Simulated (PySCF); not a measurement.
## Cu⁺ (copper, charge +1) across methods

[Ar] 3d9 4s1, high-spin 3D determinant (an excited configuration). All numbers are calculated (PySCF 2.14, a scalar-relativistic core potential, in aug-cc-pwCVDZ-PP with ECP10MDF). The B2PLYP total includes its PT2 part (frozen core); its orbital energies are those of the SCF part.

| method | E (hartree) | mean ε 3d α (eV) | mean ε 3d β (eV) | mean ε 4s α (eV) | Σ⟨r²⟩ (bohr²) | ⟨S²⟩ |
| --- | --- | --- | --- | --- | --- | --- |
| B2PLYP | -196.6635 | -25.014 | -23.544 | -15.610 | 22.47 | 2.000 |
| LDA | -196.5193 | -19.908 | -18.504 | -14.491 | 22.54 | 2.000 |
| PBE | -196.8971 | -19.615 | -18.290 | -14.184 | 22.60 | 2.000 |
| UHF | -195.89916 | -29.617 | -27.889 | -16.630 | 22.58 | 2.001 |
| MN15 | -197.1809 | -24.127 | -22.707 | -15.063 | 22.65 | 2.002 |
| r2SCAN | -196.8028 | -19.793 | -18.360 | -14.587 | 22.42 | 2.001 |
| LC-wPBE | -196.9282 | -24.837 | -23.515 | -17.475 | 22.51 | 2.000 |
| PBE0 | -196.8522 | -22.299 | -20.892 | -14.924 | 22.48 | 2.000 |

Estimate the same row for M06-L.

E (hartree) = -196.9337; mean ε 3d α (eV) = -19.668; mean ε 3d β (eV) = -18.246; mean ε 4s α (eV) = -13.998; Σ⟨r²⟩ (bohr²) = 22.29; ⟨S²⟩ = 2.000.

Energies and moments cover only the electrons outside the core potential.
